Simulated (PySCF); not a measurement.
Computed shifts of a molecule C5H5F, PySCF with PBE/pcSseg-1, GIAO, gas phase, atoms alike by connectivity averaged where their shifts nearly agree, in ppm (number of nuclei): ¹⁹F: -134.5 (1). ¹³C: 181.8 (1), 140.4 (1), 127.1 (1), 113.4 (1), 44.0 (1). ¹H: 6.76 (1), 6.13 (1), 6.05 (1), 3.30 (2). References: ¹⁹F against CFCl3 (σ = 133.6 ppm); ¹³C against TMS (σ = 182.0 ppm); ¹H against TMS (σ = 31.49 ppm), references at their B3LYP-D3(BJ)/def2-TZVP geometries, non-relativistic. Coordinates come from a B3LYP-D3(BJ)/def2-SVP optimisation. Other conformers were not sampled.

Q: Identify the compound among the candidates.
A) C=C(F)C#CC
B) FC1C=CC=C1
C) FC1=CC=CC1
D) C#C[C@H]1C[C@H]1F

A: C, FC1=CC=CC1
